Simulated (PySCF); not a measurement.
Mg(OH)(SH) (H2MgOS), SMILES [OH][Mg][SH].

Geometry optimised at ωB97X-D3(BJ)/def2-TZVP. The values are those of a single conformer.

The numbers are results of PySCF with PBE0/def2-TZVPD, not measurements.

The molecule is in vacuum.

The total energy is -674.50565 hartree. The point group is Cs and the highest occupied level is -7.17 eV. The lowest empty level comes out as -1.31 eV and the orbital gap is 5.86 eV. The dipole moment comes out as 1.49 D, the quadrupole, principal values (traceless, Buckingham form, about the centre of nuclear charge) is -7.76, 0.62, 7.14 D·Å and the mean static polarisability comes out as 50.2 bohr³ (7.44 Å³). The polarisability, principal values is 44.0, 46.7, 60.0 bohr³.
